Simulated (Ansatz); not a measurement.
Cl$_{4}$Pd, charge -2, singlet, at a GFN2-xTB geometry (such geometries of metal compounds can be far from the true shape) (core potentials on Pd) (a gas-phase anion, which may not be bound at this level); PBE/def2-SVP (Ansatz, an electronic-structure program).

Ansatz was given this input:
Ansatz 0.2 input:
```yaml
crystal:
  periodic: [false, false, false]
  atoms:
    - {symbol: Pd, position_ang: [-0.00000000, -0.00000000, -0.00000000]}
    - {symbol: Cl, position_ang: [2.19013518, -0.73965983, 0.01465684]}
    - {symbol: Cl, position_ang: [0.73958819, 2.19017230, 0.01257871]}
    - {symbol: Cl, position_ang: [-2.19013518, 0.73965983, -0.01465684]}
    - {symbol: Cl, position_ang: [-0.73958819, -2.19017230, -0.01257871]}
basis:
  gaussian:
    orbitals: def2-SVP
hamiltonian:
  xc: pbe
total_charge: -2
```

Task: Predict the main parts of the log of this Ansatz run.

Result: 
```
Functional definition: PBE
1064 factors; their error is unknown
mean field evaluation 1: about -53531.3124 eV, gradient 6.0e1 eV
mean field evaluation 2: about -53484.5247 eV, gradient 1.3e2 eV
mean field evaluation 4: about -53539.2399 eV, gradient 7.6e0 eV
mean field evaluation 8: about -53539.3770 eV, gradient 2.9e-2 eV
mean field evaluation 16: about -53539.3210 eV, gradient 4.4e-5 eV
mean field -53539.32100273 eV, -1967.5337565953 hartree, gradient 4.4e-5 eV, S^2 0.000000; 0 other end points of the search recorded, 0 dependent functions left out
reference -53539.32106198 eV, -1967.5337587724 hartree; 44, 44 occupied and 59, 59 virtual orbitals, 1064 factors
Total energy: -53539.32106198 eV, -1967.5337587724 hartree
```
